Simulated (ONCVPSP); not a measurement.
## Re (Z = 75) ONCV: all-electron and pseudo phase curves

* Element: rhenium
* Generator: ONCVPSP 4.0.1
* Type: optimised norm-conserving Vanderbilt (ONCV)
* Functional: PBE
* Relativity: scalar-relativistic
* Frozen core: [Kr] 4d10
* Valence charge: 29
* Reference configuration: 4f14 5s2 5p6 5d5 (charge +2)
* Partial waves: 5s: rc 1.20 bohr, ncon 4, nbas 7, qcut 4.9 1/bohr, 2 projectors, debl 1.9 Ha; 5p: rc 1.40 bohr, ncon 4, nbas 8, qcut 5.8 1/bohr, 2 projectors, debl 1.9 Ha; 5d: rc 2.70 bohr, ncon 3, nbas 8, qcut 5.6 1/bohr, 3 projectors, debl 2.3 Ha; 4f: rc 1.05 bohr, ncon 4, nbas 9, qcut 17.4 1/bohr, 2 projectors, debl 3.4 Ha
* Local potential: polynomial inside 1.00 bohr (lpopt 5, dvloc0 0 Ha)
* Core correction: Teter function, fcfact 4, rcfact 1.45

In the s channel the program set the typed energies aside and used -3.744, 0.250 Ha. In the p channel the program set the typed energies aside and used -2.339, 0.250 Ha.

The phase is arctan(r·R′/R) of the radial function R(r), unwrapped; energies in Ha, scanned from -5 to 5 Ha. A pole is an energy at which the radial function vanishes at the test radius. The pseudo phase is shifted by a multiple of π to meet the all-electron one at the reference energy, and phase errors are pseudo minus all-electron; the curves can meet again beyond the range given. Levels narrower than the energy grid can be missing from the lists of poles.

| channel | radius (bohr) | reference energy (Ha) | poles, all-electron | poles, pseudo | unbroken range about the reference energy with phases within 0.05 rad | phase error 1 Ha above the reference energy (rad) |
| --- | --- | --- | --- | --- | --- | --- |
| s | 1.22 | -3.74 | -0.48 | -0.48, 3.79 | below 3.6 | -0.000 |
| p | 1.42 | -2.34 | -0.21 | -0.21 | below 4.6 | -0.000 |
| d | 2.74 | -0.79 | -0.60, 2.29 | -0.60, 2.29 | the whole range | -0.001 |
| f | 1.07 | -2.17 | -1.49 | -1.49 | the whole range | +0.000 |

Note: no bound ghost flagged; GHOST(+) flagged for s at 102.0 eV, p at 243.4 eV.

Phases in the s channel:

| E (Ha) | all-electron | pseudo |
| --- | --- | --- |
| -4.96 | -0.625 | -0.625 |
| -4.48 | -0.925 | -0.925 |
| -4.00 | -1.120 | -1.120 |
| -3.52 | -1.248 | -1.248 |
| -3.04 | -1.338 | -1.338 |
| -2.56 | -1.404 | -1.404 |
| -2.08 | -1.456 | -1.456 |
| -1.60 | -1.497 | -1.497 |
| -1.12 | -1.531 | -1.531 |
| -0.64 | -1.561 | -1.561 |
| -0.16 | -1.588 | -1.588 |
| 0.32 | -1.613 | -1.613 |
| 0.80 | -1.637 | -1.637 |
| 1.28 | -1.660 | -1.660 |
| 1.76 | -1.683 | -1.683 |
| 2.24 | -1.707 | -1.708 |
| 2.72 | -1.733 | -1.735 |
| 3.20 | -1.761 | -1.768 |
| 3.68 | -1.792 | -1.904 |
| 4.16 | -1.829 | -4.943 |
| 4.64 | -1.873 | -4.994 |
